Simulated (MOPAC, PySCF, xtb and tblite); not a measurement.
Torsional profile of C6H6SSe, SMILES C=Cc1ccc([SeH])s1. Scanned: dihedral S8–C6–Se7–H14; all other coordinates were relaxed at GFN2-xTB. Points at φ and −φ are mirror images. Heavy atoms are numbered in the order of the SMILES C=Cc1ccc([SeH])s1, hydrogens after them in the order of the atoms that carry them; the mirror image has the same energies with the sign of each dihedral reversed. Each profile is relative to its own lowest point.

```tsv
φ / °	A	B	C
-165	2.7	0.4	0.0
-150	2.3	0.8	0.1
-135	1.7	1.2	0.1
-120	1.0	1.6	0.1
-105	0.3	1.8	0.1
-90	0.0	1.7	0.1
-75	0.1	1.4	0.1
-60	0.5	1.0	0.0
-45	1.1	0.6	0.0
-30	1.8	0.3	0.0
-15	2.4	0.1	0.0
0	2.6	0.0	0.0
15	2.4	0.1	0.0
30	1.8	0.3	0.0
45	1.1	0.6	0.0
60	0.5	1.0	0.0
75	0.1	1.4	0.1
90	0.0	1.7	0.1
105	0.3	1.8	0.1
120	1.0	1.6	0.1
135	1.7	1.2	0.1
150	2.3	0.8	0.1
165	2.7	0.4	0.0
180	2.8	0.3	0.0
```

Energies in kcal/mol.

**Question.** Which curve belongs to which method? The methods are GFN2-xTB (xtb and tblite); PM6, restricted, heats of formation // GFN2-xTB (MOPAC 23.2.5); PySCF with restricted MP2 (frozen core)/6-31G*, spherical d // GFN2-xTB.

**Answer.** A is RMP2/6-31G*; B is GFN2-xTB; C is PM6.
